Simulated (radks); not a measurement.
Question: The lithium anion Li-, [He] 2s2, held by a Watson sphere: a shell of charge +1.04 at radius R that stands for the Madelung well of a crystal (potential energy -1.04/R inside, -1.04/r outside, in hartree with lengths in bohr). Method: scalar-relativistic Kohn-Sham, r2SCAN, spin-polarised, spherical densities, finite nucleus; meta-GGA in the generalised Kohn-Sham scheme; Fermi nuclear charge, rms radius of each element as measured or else 0.836 A^(1/3) + 0.57 fm; computed with a radial shooting solver on a logarithmic mesh with Libxc functionals.

R (bohr)  e(1s) (eV)  e(2s) (eV)  <r> 2s (bohr)  sum of <r^2> (bohr^2)  X-ray form factor at sin(theta)/lambda = 0.1 1/angstrom
1.89         -55.933      -5.042          3.160                  24.37                                                    2.781
1.9          -55.879      -5.037          3.163                  24.41                                                    2.780
2.05         -55.160      -4.968          3.210                  25.08                                                    2.758
2.51         -53.738      -4.726          3.373                  27.45                                                    2.683
3.22         -52.751      -4.314          3.645                  31.76                                                    2.564
3.89         -52.357      -3.936          3.895                  36.16                                                    2.465

Estimate the row for R = 3.68 bohr.

Answer: e(1s) (eV) -52.451; e(2s) (eV) -4.052; <r> 2s (bohr) 3.818; sum of <r^2> (bohr^2) 34.77; X-ray form factor at sin(theta)/lambda = 0.1 1/angstrom 2.494.
